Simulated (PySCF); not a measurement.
Energy of Mn²⁺ (manganese, charge +2) between two integer charges

The 3d alpha orbital of [Ar] 3d5 is emptied in steps (occupation f), with all orbitals relaxed, ending at [Ar] 3d4. All numbers are calculated (PySCF 2.14, scalar relativity by spin-free X2C-1e, in jorge-DZP-DKH (8s6p2d1f, 43 functions)). The exact energy is a straight line in f; departures are measured from the line between the end points of the same method.

| f | BHandHLYP (eV) | wB97X (eV) | HSE06 (eV) |
| --- | --- | --- | --- |
| 1 | 0.000 | 0.000 | 0.000 |
| 0.75 | -0.645 | -0.657 | -1.221 |
| 0.5 | -0.862 | -0.876 | -1.629 |
| 0.25 | -0.647 | -0.656 | -1.222 |
| 0 | 0.000 | 0.000 | 0.000 |

Q: For wB97X, how does the orbital energy at f = 1 compare with the removal energy?

A: −ε = 29.156 eV against a total-energy difference of 32.654 eV. By Janak's theorem ε = ∂E/∂f, so the gap between them reflects the curvature. Along the path −ε is 30.899 (f = 0.75), 32.655 (f = 0.5), 34.408 (f = 0.25) eV.

| method | E(f=0) − E(f=1) (eV) | −ε at f=1 (eV) | −ε at f=0.5 (eV) |
| --- | --- | --- | --- |
| BHandHLYP | 32.722 | 29.287 | 32.716 |
| wB97X | 32.654 | 29.156 | 32.655 |
| HSE06 | 32.988 | 26.481 | 32.984 |

Reference removal energy between the ground levels: 33.668 ± 0.012 eV (measured; NIST Atomic Spectra Database, ionization energies). The calculation has no spin-orbit coupling. The determinant left behind need not be the lowest term of the ion.
